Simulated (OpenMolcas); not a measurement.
## CrO3 (chromic anhydride): a line through the functionals

CrO3 has 4 atoms, charge 0, and is taken as a singlet. As SMILES, `[O]=[Cr](=[O])=[O]`. Geometry: relaxed at PBE0-D4/def2-TZVP.

The HOMO–LUMO gap y, in eV, basis def2-SVP; a is the functional's share of exact exchange. Programs: OpenMolcas 26.06.

| functional | program | a | y (eV) |
| --- | --- | --- | --- |
| revPBE | OpenMolcas | 0 | 1.57 |
| BLYP | OpenMolcas | 0 | 1.42 |
| B3LYP | OpenMolcas | 0.2 | ? |
| PBE0 | OpenMolcas | 0.25 | 4.08 |
| BHLYP | OpenMolcas | 0.5 | 6.68 |

Fit y = c + s·a to the known rows and predict B3LYP.


1. Means of the 4 rows: a = 0.1875, y = 3.438.
2. Σ(Δa)² = 0.17188, Σ(Δa·Δy) = 1.7819, so the slope is 1.7819/0.17188 = 10.367.
3. Intercept: 3.438 − (10.367) × 0.1875 = 1.494. The largest residual of the fit is 0.076.
4. B3LYP: 1.494 + (10.367) × 0.2 = 3.57 eV.

The run gave 3.46 eV, so the prediction is off by +0.11 eV, about the scatter of the fit. Exact exchange lowers occupied levels and raises empty ones. The rows mix families of semi-local functionals, which the line can't see.
